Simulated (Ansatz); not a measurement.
PBE exchange is replaced step by step with exact exchange (0 % is PBE, 25 % PBE0; no dispersion term), basis def2-TZVP, Ansatz. System: the cluster PdI₂ (the lowest singlet isomer of a short search). Charge 0, multiplicity 1. Geometry: r2SCAN-D4/def2-TZVP.

Geometry of the singlet:

Cartesian coordinates in Å:
```
Pd 0.000 0.000 0.000
I -1.553 1.830 -0.672
I 1.553 -1.830 0.672
```

In the def2 sets I, Pd take a core potential; there is no spin–orbit coupling. At PBE-D4/def2-TZVP, PBE0-D4/def2-TZVP the restricted singlet is unstable: a solution with broken spin symmetry lies lower. At PBE-D4/def2-TZVP, PBE with 5 % exact exchange/def2-TZVP an occupied level of the charge 0 singlet lies above an empty one (by up to 0.49 eV), so this SCF solution is probably not the lowest. The restricted singlet is unstable towards broken spin symmetry at other levels; at PBE with 5 % exact exchange/def2-TZVP, PBE with 10 % exact exchange/def2-TZVP, PBE with 15 % exact exchange/def2-TZVP, PBE with 35 % exact exchange/def2-TZVP and others this wasn't settled. The geometry of the singlet was relaxed on an unsound state (an occupied level 0.36 eV above an empty one). At PBE0-D4/def2-TZVP a triplet of charge 0 lies 0.72 eV below the restricted singlet, each at its own geometry. The structure comes from a short search, and lower isomers may exist.

```json
{"exact exchange (%)": "5", "HOMO (eV)": "-6.20", "LUMO (eV)": "-6.32", "gap (eV)": "-0.12"}
{"exact exchange (%)": "10", "HOMO (eV)": "-6.48", "LUMO (eV)": "-6.22", "gap (eV)": "0.26"}
{"exact exchange (%)": "15", "HOMO (eV)": "-6.76", "LUMO (eV)": "-6.12", "gap (eV)": "0.63"}
{"exact exchange (%)": "25", "HOMO (eV)": "-7.29", "LUMO (eV)": "-5.92", "gap (eV)": "1.37"}
{"exact exchange (%)": "35", "HOMO (eV)": "-7.80", "LUMO (eV)": "-5.71", "gap (eV)": "2.09"}
{"exact exchange (%)": "50", "HOMO (eV)": "-8.52", "LUMO (eV)": "-5.36", "gap (eV)": "3.16"}
```

Question: Estimate the row for 0 %.

Answer: 
```csv
exact exchange (%),HOMO (eV),LUMO (eV),gap (eV)
0,-5.92,-6.41,-0.49
```
